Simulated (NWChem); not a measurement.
Si2H3F, singlet; SMILES [SiH3][Si]F

Results from NWChem. Medium grid unless said otherwise, to which SCAN and Minnesota functionals are sensitive. Low-valent species are run as closed-shell singlets; no triplet was tried in these runs. Geometry: optimised at PBE-D3(BJ)/def2-SVP. Hybrids' shares of exact exchange are those that their runs print; pure functionals count as 0. The functionals differ in more than this share.

```csv
row,share of exact exchange,highest occupied level (eV)
PBE/def2-SVP,0.00,-5.43
"LDA (Slater exchange, PW92)/def2-SVP",0.00,-5.51
B3LYP/def2-SVP,0.20,-6.27
PW6B95/def2-SVP,0.28,-6.54
MPW1K/def2-SVP,0.43,withheld
M05-2X/def2-SVP,0.56,-7.47
```

Problem. Fit a straight line of the last column on the one before it, predict the withheld value, and compare with the run.

Solution. 
1. Means of the 5 shown rows: x = 0.208, y = -6.244. Slope Σ(x − x̄)(y − ȳ)/Σ(x − x̄)² = -0.7746/0.2157 = -3.592; intercept -5.497.
2. The shown rows scatter about the line by 0.046 (root mean square); the largest residual is +0.07, at PBE/def2-SVP.
3. At x = 0.43 (MPW1K/def2-SVP; inside the shown range) the line gives -7.04.
4. The run gives -7.28, -0.24 from the line, 5.2 times the scatter.
